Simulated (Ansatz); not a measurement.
System: C2H7BN, charge 0, multiplicity 2. It need not be the lowest isomer of its formula. 
Geometry from a B3LYP-D3(BJ)/def2-TZVP (Ansatz, a program for electronic structure) optimisation:
SMILES: CB(C)[NH]
```xyz
11

C      1.4725    -0.3903     0.1475
B     -0.0230     0.1124    -0.0618
C     -1.2205    -0.7029     0.5976
N     -0.2874     1.1733    -0.9023
H      1.5719    -1.4155    -0.2214
H      2.2233     0.2263    -0.3451
H      1.6938    -0.4227     1.2187
H     -1.0512    -0.7883     1.6751
H     -2.2037    -0.2643     0.4312
H     -1.2284    -1.7231     0.2021
H     -0.3911     2.1712    -0.8062
```
Charge 0, spin multiplicity 2.

Atomisation energy built up term by term with Ansatz (kcal/mol; UHF references for open shells; valence terms freeze the core; atomic spin-orbit terms are left out). CBS marks a two-point X^-3 extrapolation of the correlation energy; Hartree-Fock from the larger set.

```csv
term,basis,kcal/mol
Hartree-Fock,aug-cc-pVQZ,747.03
CCSD correlation,"CBS(aug-cc-pVTZ,aug-cc-pVQZ)",___
(T),"CBS(aug-cc-pVTZ,aug-cc-pVQZ)",___
core correlation,cc-pwCVTZ,4.26
scalar relativity (X2C),cc-pVTZ-DK against cc-pVTZ,-0.65
sum: De,,___
```

### Question
Some entries are withheld; supply them.

### Answer

- CCSD correlation, kcal/mol: 224.43
- (T), kcal/mol: 12.89
- sum: De, kcal/mol: 988.0
